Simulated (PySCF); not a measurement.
Heteronuclear NMR

Cartesian coordinates in Å; atom numbers follow the order of the lines, from 1:
```xyz
17

C     2.7760   -0.5522   -0.1546
O     1.5187   -0.2593    0.4454
C     0.5491    0.1026   -0.4070
O     0.7184    0.1979   -1.5934
C    -0.7627    0.3203    0.3072
C    -1.5638    1.4211   -0.3662
C    -1.5256   -1.0044    0.3219
H     2.6846   -1.3885   -0.8493
H     3.1529    0.3146   -0.6988
H     3.4444   -0.8089    0.6641
H    -0.5309    0.5986    1.3388
H    -2.5199    1.5560    0.1438
H    -1.7580    1.1664   -1.4093
H    -1.0296    2.3731   -0.3490
H    -1.7542   -1.3231   -0.6977
H    -0.9492   -1.7928    0.8098
H    -2.4677   -0.8875    0.8617
```

- coordinates at the PBE0-D3(BJ)/def2-TZVP level
- shielding tensors at B97-2/pcSseg-2 (GIAO)
- program: PySCF
- no relativistic terms, fast rotation and ring inversion assumed for equivalent nuclei, in vacuum, single conformer

Predict the 17O NMR data.

## Answers


```tsv
atoms	environment	σ (ppm)	δ (ppm)
O4	ester carbonyl oxygen	-74.6	344.7
O2	ester alkoxy oxygen	143.9	137.8
```

Shieldings were converted by a linear fit to measured shifts: 17O (scatter 12.2 ppm rms vs liquid water, solution or neat liquid). A few per cent of atoms miss by over 2 rms, more outside the fitted compound classes.

On a 500 MHz spectrometer 17O resonates near 67.8 MHz, so 1 ppm is 67.8 Hz.
